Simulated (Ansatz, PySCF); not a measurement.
F₄Se, charge +1, doublet, geometry from GFN2-xTB (a state made from the parent by changing its charge; the spin is typed, not shown lowest). Base run: CAMB3LYP/STO-3G (PySCF).

Here is a job for PySCF.
```python
from pyscf import gto, scf, dft

mol = gto.Mole()
mol.atom = '''
    Se    0.00175924    0.00073057    0.27580486
    F     0.73333040    1.01348604   -0.79647137
    F     1.48398562   -1.07701007    0.26150674
    F    -0.74339671   -1.01766635   -0.78167169
    F    -1.48056534    1.07843043    0.27470686
'''
mol.basis = 'sto-3g'
mol.charge = 1
mol.spin = 1
mol.verbose = 4
mol.build()

mf = dft.UKS(mol)
mf.xc = 'camb3lyp'
mf.kernel()
```

The same geometry, method and basis name were run in Ansatz (a first-principles code) and PySCF, at each program's defaults and at the settings that a row names. The base is PySCF at its defaults. Differences at the defaults can come from grids, fitting, cores and function types together.

```json
[
 {"code and settings": "PySCF, defaults (exact integrals, its default grid, spherical functions)", "ΔE vs base (mEh)": "0.000", "basis functions": "38", "E (Eh)": "-2767.85914", "SCF cycles": "11"},
 {"code and settings": "Ansatz, defaults (factorised integrals, its default grid, spherical functions)", "ΔE vs base (mEh)": "0.016", "basis functions": "38", "E (Eh)": "-2767.85913", "SCF cycles": "-"},
 {"code and settings": "PySCF, density fitting with def2-universal-jkfit", "ΔE vs base (mEh)": "-2.859", "basis functions": "38", "E (Eh)": "-2767.86200", "SCF cycles": "11"},
 {"code and settings": "PySCF, fine grid", "ΔE vs base (mEh)": "0.001", "basis functions": "38", "E (Eh)": "-2767.85914", "SCF cycles": "12"},
 {"code and settings": "Ansatz, high accuracy", "ΔE vs base (mEh)": "0.014", "basis functions": "38", "E (Eh)": "-2767.85913", "SCF cycles": "-"}
]
```

Open shells are given as the SCF converged; they aren't shown to be the lowest states, and a large step between rows can be another state.
